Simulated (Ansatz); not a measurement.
Reaction (ligand exchange at a Zn–C bond): `N[CH2][Zn][F]` + CH₃SH → `C[S][Zn][F]` + CH₃NH₂

Calculated with Ansatz (gas phase, PBE0-D4/def2-TZVP geometries, no zero-point term in ΔE). CCSD(T)/CBS is the MP2 limit (def2-TZVPP, def2-QZVPP) plus CCSD(T) − MP2 in def2-TZVPP, frozen cores. This one scheme is used for every species. DFT in def2-TZVPP. B3LYP here is the variant with VWN-RPA as its local correlation; programs differ in this. For Zn outer-core shells are correlated without core-valence functions, which leaves a few kJ/mol of doubt a bond. Scalar relativity is left out up to krypton. One conformer a species, not always the lowest.

Task: Is it downhill or uphill in electronic energy at CCSD(T)/CBS, and by how much? (An estimate is asked.)

Result: Ansatz gave: Downhill: ΔE = -105.6 kJ/mol.

Task: What do these levels give: r2SCAN-D4, B3LYP-D4, PBE, r2SCAN, B3LYP, HF/def2-TZVPP, SCS-MP2/def2-TZVPP, HF/def2-QZVPP, SCS-MP2/def2-QZVPP, HF/CBS(def2), MP2/CBS(def2), CCSD/CBS(def2)? (Best estimate.)

Result: Computed: r2SCAN-D4 -102.1, B3LYP-D4 -99.8, PBE -94.7, r2SCAN -102.1, B3LYP -99.2, HF/def2-TZVPP -121.9, SCS-MP2/def2-TZVPP -99.4, HF/def2-QZVPP -124.2, SCS-MP2/def2-QZVPP -104.5, HF/CBS(def2) -124.5, MP2/CBS(def2) -105.9, CCSD/CBS(def2) -107.4 kJ/mol.

Largest T1 diagnostic among the species: 0.015.

From PBE to PBE0 (25 % exact exchange), in def2-TZVPP and without D4, ΔE moves by −6.9 kJ/mol. In def2-TZVPP, CCSD(T) changes the Hartree–Fock value by +23.8 kJ/mol (the triples alone add +1.8 kJ/mol) and MP2 by +23.5 kJ/mol.
